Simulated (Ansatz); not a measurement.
Computed with Ansatz on PBE0-D4/def2-TZVP structures; ΔE is electronic, products minus reactants. CCSD(T)/CBS is the MP2 limit (def2-TZVPP, def2-QZVPP) plus CCSD(T) − MP2 in def2-TZVPP, frozen cores. Functionals use def2-TZVPP. B3LYP here is the variant with VWN-RPA as its local correlation; programs differ in this. For Ge outer-core shells are correlated without core-valence functions, which leaves a few kJ/mol of doubt a bond. Scalar relativity is left out up to krypton. One conformer a species, not always the lowest.

`C[O][GeH2][SH]` + `S[SiH]1CC1` → `CS[SiH]1CC1` + `[OH][GeH2][SH]`  (substitution at a C–O bond)

`C[O][GeH2][SH]`:

```xyz
10

C    -0.202    1.310    0.881
O     0.585    0.846   -0.192
Ge    0.043   -0.581   -1.094
S    -0.141   -2.344    0.242
H    -1.202    1.622    0.552
H     0.301    2.178    1.314
H    -0.317    0.550    1.663
H    -1.375   -0.351   -1.644
H     1.124   -0.779   -2.158
H     1.184   -2.451    0.438
```

`S[SiH]1CC1`:

```xyz
10

S    -0.604    0.906    2.228
Si    0.028   -0.430    0.706
C    -0.412   -0.112   -1.054
C     1.028    0.295   -0.657
H    -1.807    0.332    2.406
H     0.290   -1.816    1.145
H    -0.503   -0.952   -1.737
H    -1.089    0.702   -1.291
H     1.236    1.360   -0.651
H     1.833   -0.287   -1.094
```

`CS[SiH]1CC1`:

Z-matrix (Å, degrees):
```
C
S 1 1.819
H 1 1.090 2 106.6
H 1 1.089 2 110.9 3 118.8
H 1 1.090 2 111.2 3 -118.4
Si 2 2.109 1 100.4 3 178.8
C 6 1.846 2 120.4 1 85.9
C 6 1.841 2 117.7 1 143.2
H 6 1.480 2 115.6 1 -66.8
H 7 1.086 6 119.3 2 -150.7
H 7 1.085 6 119.2 2 -5.0
H 8 1.085 6 119.3 2 144.5
H 8 1.085 6 119.0 2 -0.4
```

`[OH][GeH2][SH]`:

```xyz
7

O     1.535    0.037   -0.418
Ge   -0.104   -0.571   -0.101
S    -1.491    1.102    0.349
H     1.541    0.748   -1.064
H    -0.700   -1.248   -1.346
H     0.081   -1.510    1.092
H    -0.862    1.442    1.487
```

Problem. Is it downhill or uphill in electronic energy at CCSD(T)/CBS, and by how much? (An estimate is asked.)

Solution. Ansatz gave: Downhill: ΔE = -0.43 eV.

Problem. What do these levels give: B3LYP-D4, r2SCAN, SCS-MP2/def2-TZVPP, CCSD/def2-TZVPP, CCSD(T)/def2-TZVPP, SCS-MP2/def2-QZVPP? (An estimate is asked.)

Solution. The calculation gave: B3LYP-D4 -0.38, r2SCAN -0.42, SCS-MP2/def2-TZVPP -0.41, CCSD/def2-TZVPP -0.37, CCSD(T)/def2-TZVPP -0.39, SCS-MP2/def2-QZVPP -0.44 eV.

Largest T1 diagnostic among the species: 0.012.

In def2-TZVPP, CCSD(T) changes the Hartree–Fock value by −0.07 eV (the triples alone add −0.01 eV) and MP2 by −0.13 eV.
